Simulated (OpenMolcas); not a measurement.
# Fe VI: effect of the active space

```yaml
Program: OpenMolcas
Method: SS-CASPT2 or its RAS form, IPEA 0.25 Eh, imaginary shift 0.1 Eh
Basis: ANO-R2
Scalar_Hamiltonian: X2C, finite nucleus
Spin-orbit_coupling: RASSI with atomic mean-field integrals over the reference wave functions, term energies averaged over their components
```

A. 3 electrons in 5 orbitals (3d); 2S+1 = 4 even, 10 roots; 2S+1 = 2 even, 40 roots; closed shells correlated: 3s 3p; CASPT2 step about 15 core-seconds
B. 9 electrons in 8 orbitals (RAS1 3p, at most 2 holes; RAS2 3d); 2S+1 = 4 even, 10 roots; 2S+1 = 2 even, 40 roots; closed shells correlated: 3s; CASPT2 step about 50 core-seconds
C. 3 electrons in 10 orbitals (3d 4d); 2S+1 = 4 even, 10 roots; 2S+1 = 2 even, 40 roots; closed shells correlated: 3s 3p; CASPT2 step about 8 core-minutes

Energies in eV above 3d3 4F 3/2, the measured ground level; measured values from Corliss and Sugar, J. Phys. Chem. Ref. Data 11, 135 (1982).

```tsv
Level	A	B	C	Measured
3d3 4F 3/2	0.0000	0.0000	0.0000	0.0000
3d3 4F 5/2	0.0639	0.0654	0.0644	0.0634
3d3 4F 7/2	0.1500	0.1534	0.1511	0.1473
3d3 4F 9/2	0.255	0.261	0.257	0.2480
3d3 4P 1/2	2.403	2.407	2.400	2.3233
3d3 4P 3/2	2.428	2.430	2.424	2.3485
3d3 4P 5/2	2.504	2.512	2.505	2.4314
3d3 2G 7/2	2.591	2.618	2.603	2.5561
3d3 2G 9/2	2.679	2.707	2.694	2.6427
3d3 2P 1/2	3.516	3.351	3.341	3.2850
3d3 2H 9/2	3.588	3.624	3.648	3.5614
3d3 2D 5/2(1)	3.617	3.674	3.640	3.5316
3d3 2H 11/2	3.652	3.689	3.716	3.6207
3d3 2F 7/2	5.861	5.870	5.878	5.7302
3d3 2F 5/2	5.898	5.908	5.915	5.7781
3d3 2D 5/2(2)	9.186	9.096	9.210	8.8906
3d3 2D 3/2(2)	9.230	9.149	9.250	8.9329
```

Deviations, from unrounded energies. A percentage is the sum of absolute deviations over the sum of measured energies, with the sign that they share, or ± where signs differ.

| Against measurement | Levels | A | B | C |
| --- | --- | --- | --- | --- |
| mean absolute deviation (cm-1) | 16 | 770 | 720 | 810 |
| fine structure of the ground term (%) | 3 | +2.2 | +4.6 | +3.0 |
| other terms of the ground configuration (%) | 13 | +2.7 | +2.5 | +2.9 |

B lies closest to measurement on these levels and C furthest from it. The largest miss of B in the table is 3d3 2D 3/2(2), by +1700 cm-1. The ranking rests on the paired levels alone, and a cruder setting can come out closer through cancelling errors.

The two smallest mean deviations differ by little beside CASPT2's spread within terms, so their order carries little weight.

Among A to C the level of the table that moves most is 3d3 2P 1/2, by 1400 cm-1 (lowest in C, highest in A). Moves below CASPT2's spread within the term are not significant.

Term energies are means over components that CASPT2 splits; among the terms shown or strongly mixed into the levels shown the widest spread is 820 cm-1 (3d3 2H, A). The CASPT2 spread within a term exceeds the gap to the next term for 3d3 2P and 3d3 2D(1), 3d3 2D(1) and 3d3 2H, so the order of their levels is uncertain, and so are names and mixing where such terms share a J (holds for A). Active for correlation alone: 3p; no level in the range computed is led by a configuration that opens it, so any true level of that kind is missing (holds for B). Active for correlation alone: 4d; no level in the range computed is led by a configuration that fills it, so any true level of that kind is missing (holds for C). Computed and measured levels are paired by configuration, term and J; levels that our copy of the source lacks, or whose pairing is in doubt (as where it misses far off the trend of its configuration), stay unpaired and out of the deviations. Only configurations of the active space appear. Levels that lie high or do not pair safely by name in every column are left out.

A number in round brackets counts repeated terms of one configuration in the order of the reference energies.
